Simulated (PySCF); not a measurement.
Input of a response calculation (the driver script's job line, then coordinates in Å):

```
{"job": {"kind": "uv", "xc": "wB97X-D", "basis": "def2-SVPD", "ip": false, "nstates": 10}, "charge": 0, "multiplicity": 1}
Si    -0.172550     0.177305    -0.176074
C     -0.120854     0.206215     1.721758
C      0.472197    -1.009342     2.348288
C      1.621178    -1.061206     3.028553
H     -1.170283     0.332008     2.047168
H      0.423063     1.113686     2.033653
H     -0.089444    -1.943357     2.213077
H      2.225689    -0.164028     3.198887
H      1.997407    -2.001363     3.439309
C      1.570507     0.216236    -0.922816
C      2.351691    -1.031200    -0.684951
C      2.575509    -1.992186    -1.586554
H      2.080396     1.097855    -0.496880
H      1.451555     0.406350    -2.003844
H      2.730495    -1.172173     0.334150
H      2.212182    -1.907979    -2.616516
H      3.134689    -2.894956    -1.328370
C     -1.115168     1.713033    -0.769893
C     -0.531201     2.976246    -0.235821
C      0.277083     3.807665    -0.900656
H     -2.165475     1.590350    -0.453293
H     -1.102564     1.703597    -1.873265
H     -0.767487     3.210060     0.810555
H      0.547117     3.629259    -1.946959
H      0.691129     4.700264    -0.425371
C     -1.082343    -1.372773    -0.782898
C     -2.404042    -1.542330    -0.116405
C     -3.592719    -1.205054    -0.626756
H     -0.419565    -2.234811    -0.597005
H     -1.192910    -1.280109    -1.876886
H     -2.378000    -1.947416     0.903995
H     -3.686799    -0.798474    -1.639358
H     -4.514772    -1.333155    -0.054544
```

Output:

```
coarse grid: 27056 points
cycle   1  E = -758.0037434012  dE =  1.501e+00  |g| = 4.335e-01  |ddm| = 9.795e+00
cycle   2  E = -758.0444104920  dE = -4.067e-02  |g| = 2.665e-01  |ddm| = 1.851e+00
cycle   3  E = -758.0625627927  dE = -1.815e-02  |g| = 4.434e-02  |ddm| = 6.813e-01
cycle   4  E = -758.0630824503  dE = -5.197e-04  |g| = 2.807e-02  |ddm| = 2.630e-01
cycle   5  E = -758.0632918941  dE = -2.094e-04  |g| = 3.318e-03  |ddm| = 6.880e-02
cycle   6  E = -758.0632972100  dE = -5.316e-06  |g| = 1.076e-03  |ddm| = 3.153e-02
final grid: 253864 points
cycle   7  E = -758.1803342326  dE = -2.173e-04  |g| = 4.386e-03  |ddm| = 3.707e-01
cycle   8  E = -758.1803395096  dE = -5.277e-06  |g| = 2.366e-03  |ddm| = 4.678e-02
cycle   9  E = -758.1803407795  dE = -1.270e-06  |g| = 8.833e-04  |ddm| = 8.224e-03
cycle  10  E = -758.1803409982  dE = -2.187e-07  |g| = 3.503e-04  |ddm| = 3.949e-03
cycle  11  E = -758.1803410308  dE = -3.259e-08  |g| = 5.589e-05  |ddm| = 9.779e-04
cycle  12  E = -758.1803410326  dE = -1.790e-09  |g| = 1.953e-05  |ddm| = 4.084e-04
cycle  13  E = -758.1803410328  dE = -1.817e-10  |g| = 8.358e-06  |ddm| = 1.271e-04
converged SCF energy = -758.1803410328

Static polarisability (au): isotropic 173.627, principal 157.774 175.481 187.628

Singlet excitations
state   eV       nm        f      main configurations
  1   6.5160    190.3   0.22587   H->L 0.55, H-2->L 0.12, H-2->L+1 0.11
  2   6.6112    187.5   0.49659   H-1->L+1 0.34, H-1->L 0.29
  3   6.6499    186.4   0.66847   H-2->L 0.30, H-1->L+2 0.15, H->L+1 0.13
  4   6.8601    180.7   0.03434   H-2->L+1 0.31, H-1->L+2 0.27, H->L+3 0.16
  5   6.9810    177.6   0.03169   H->L+4 0.18, H->L+3 0.17, H->L+7 0.12
  6   7.0267    176.4   0.01884   H->L+4 0.27, H-1->L+4 0.13, H-2->L+4 0.13
  7   7.0510    175.8   0.01484   H-1->L+4 0.32, H-1->L+6 0.12
  8   7.1634    173.1   0.00607   H->L+1 0.23, H->L+3 0.17, H-2->L+4 0.09
  9   7.2226    171.7   0.00434   H-3->L+4 0.14, H-1->L+6 0.12, H->L+7 0.09
 10   7.3410    168.9   0.02926   H-1->L 0.47, H-1->L+1 0.25

Triplet excitations (Tamm-Dancoff, eV): 4.2813 4.3064 4.3198 4.3431
```

Method: PySCF 2.14.0, density-fitted response routines, TDDFT wB97X-D/def2-SVPD, vertical, gas phase, core orbitals frozen in the response. The structure is a single PBE0-D3(BJ)/def2-SVP conformer in the gas phase; no vibrational or solvent corrections.

(1) Give the energy of state 1 in hartree, cm⁻¹ and kJ/mol.

(2) How much of the mean polarisability do the listed states account for?

(3) How many basis functions and electrons does this run hold?

(4) What is the total energy of state 1 at this geometry?

(5) What transition dipole goes with state 3?

(6) Which species is it?

Results:

(1) 0.23946 hartree, 52555 cm⁻¹, 628.7 kJ/mol.

(2) The sum over states Σ f/ΔE² (ΔE in hartree) gives 25.62 au, 15% of the total; the rest comes from higher roots of the same response equations.

(3) 424 basis functions for 106 electrons in 53 doubly occupied orbitals.

(4) -758.18034 + 0.23946 = -757.94088 hartree.

(5) |μ|² = 3f / (2ΔE) = 3 × 0.6685 / (2 × 0.2444) = 4.103 au, so |μ| = 5.15 D.

(6) Si(eta1-allyl)4, `C=CC[Si](CC=C)(CC=C)CC=C` (C12H20Si), point group C1.

The SCF starts on a coarse grid; the energy jumps when the final grid takes over, and dE counts afresh there. H and L stand for HOMO and LUMO.

Note: wB97X-D ran without an empirical dispersion term, which enters the total energy and its gradient alone.
